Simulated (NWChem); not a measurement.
Species: C$_{2}$H$_{5}$ClSi; SMILES C=C([SiH3])Cl

```xyz
9

C      1.8018     0.2965     0.0000
C      0.4678     0.1149     0.0000
Si    -0.4301    -1.5475     0.0000
Cl    -0.6219     1.4995     0.0000
H      2.4704    -0.5787     0.0000
H      2.2584     1.2993     0.0000
H     -1.2978    -1.6503    -1.2219
H      0.5937    -2.6488     0.0000
H     -1.2978    -1.6503     1.2219
```
Atoms are numbered in this order, from 1.

Level: PBE-D3(BJ)/def2-SVP (NWChem), optimised geometry, unscaled harmonic frequencies. 

Problem. List the harmonic frequencies with IR intensities, and the thermochemistry.

Solution. 
```csv
frequency (cm⁻¹),IR intensity (km/mol)
140,0.1
188,1.0
317,0.7
328,5.0
530,21.6
635,19.8
643,35.7
707,13.7
763,17.3
876,29.4
884,221.3
901,41.7
915,33.1
1063,23.1
1336,8.0
1616,18.3
2170,66.4
2185,86.9
2185,84.0
3074,0.4
3177,0.3
```

```
Property                                                                           Result
-----------------------------------------------------------------------  ----------------
zero-point energy                                                           35.2 kcal/mol
thermal correction to the enthalpy at 298.15 K (with zero-point energy)     39.4 kcal/mol
heat capacity Cv                                                         20.1 cal/(mol K)
entropy at 298.15 K and 1 atm (symmetry number 1)                        76.1 cal/(mol K)
dipole moment                                                                      1.16 D
```

Rigid rotor and harmonic oscillator.
